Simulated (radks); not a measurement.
Initial-state core-level shifts of neutral indium when its valence configuration changes from [Kr] 4d10 5s2 5p1. Calculated with a radial shooting solver on a logarithmic mesh with Libxc functionals: Dirac Kohn-Sham, PBEsol, spin-unpolarised, spherical densities, point nucleus; open shells fill j = l - 1/2 first. Shifts are changes of the shell-averaged eigenvalues in eV (positive: less bound).

valence	2s	2p	3s	4s
4d10 5s1 5p2	-1.504	-1.503	-1.525	-1.543
4d9 5s2 5p2	-7.352	-7.327	-7.170	-6.457
4d10 5s1.5 5p1.5	-0.772	-0.772	-0.782	-0.792
4d9.5 5s1.5 5p2	-4.367	-4.354	-4.295	-3.970
4d8 5s2 5p3	-15.206	-15.153	-14.761	-13.115
4d9.5 5s2 5p1.5	-3.647	-3.635	-3.565	-3.237
4d7.5 5s2 5p3.5	-19.245	-19.176	-18.639	-16.441
4d10 5p3	-3.084	-3.082	-3.127	-3.167
4d9 5p4	-10.368	-10.338	-10.222	-9.514
